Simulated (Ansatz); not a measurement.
`CC(C)[O][Al]([CH3])[F]` + `CB[SiH2]S` → `CB[SiH2]SC` + `CC(C)[O][AlH][F]`  (substitution at a C–Al bond)

Gas-phase electronic energies from Ansatz, PBE0-D4/def2-TZVP geometries. CCSD(T)/CBS adds triple-zeta CCSD(T) − MP2 to the extrapolated MP2 energy (def2 sets, frozen cores). DFT in def2-TZVPP. B3LYP here is the variant with VWN-RPA as its local correlation; programs differ in this. HSE06 is defined as in plane-wave codes. Each species was taken in one conformer, which may not be the lowest.

| level | ΔE (kJ/mol) | difference from CCSD(T)/CBS |
| --- | --- | --- |
| LDA (SPW92) | 60.7 | 0.9 |
| PBE-D4 | 58.3 | -1.5 |
| revPBE-D4 | 53.9 | -5.9 |
| BLYP-D4 | 56.7 | -3.1 |
| B97M-V | 54.6 | -5.2 |
| B3LYP-D4 | 58.7 | -1.1 |
| r2SCANh-D4 | 62.8 | 3.0 |
| r2SCAN0-D4 | 62.7 | 2.9 |
| HSE06-D4 | 59.7 | -0.1 |
| ωB97X-V | 57.5 | -2.3 |
| ωB97M-V | 61.3 | 1.5 |
| PBE-QIDH | 60.3 | 0.5 |
| PBE | 59.9 | 0.1 |
| revPBE | 59.9 | 0.1 |
| BLYP | 60.7 | 0.9 |
| r2SCAN | 63.0 | 3.2 |
| PBE0 | 60.9 | 1.1 |
| B3LYP | 61.5 | 1.7 |
| r2SCANh | 63.1 | 3.3 |
| r2SCAN0 | 63.0 | 3.2 |
| HSE06 | 60.9 | 1.1 |
| BHLYP | 61.1 | 1.3 |
| CAM-B3LYP | 61.8 | 2.0 |
| LC-ωPBE | 62.4 | 2.6 |
| RPA@PBE/def2-TZVPP | 56.9 | -2.9 |
| HF/def2-SVP | 62.4 | 2.6 |
| MP2/def2-SVP | 61.4 | 1.6 |
| CCSD/def2-SVP | 62.1 | 2.3 |
| CCSD(T)/def2-SVP | 60.7 | 0.9 |
| HF/def2-TZVPP | 56.8 | -3.0 |
| MP2/def2-TZVPP | 60.0 | 0.2 |
| SCS-MP2/def2-TZVPP | 57.2 | -2.6 |
| CCSD/def2-TZVPP | 62.1 | 2.3 |
| CCSD(T)/def2-TZVPP | 61.1 | 1.3 |
| HF/def2-QZVPP | 56.3 | -3.5 |
| MP2/def2-QZVPP | 59.1 | -0.7 |
| SCS-MP2/def2-QZVPP | 56.5 | -3.3 |
| HF/CBS(def2) | 56.2 | -3.6 |
| MP2/CBS(def2) | 58.7 | -1.1 |
| CCSD/CBS(def2) | 60.8 | 1.0 |
| CCSD(T)/CBS | 59.8 | 0 |

Largest T1 diagnostic among the species: 0.012.

Leaving LDA and LC-ωPBE aside and taking each functional with its dispersion term where it has one, the values spread over 8.9 kJ/mol, from revPBE-D4 to r2SCANh-D4. In def2-TZVPP, CCSD(T) changes the Hartree–Fock value by +4.3 kJ/mol (the triples alone add −1.0 kJ/mol) and MP2 by +3.2 kJ/mol.
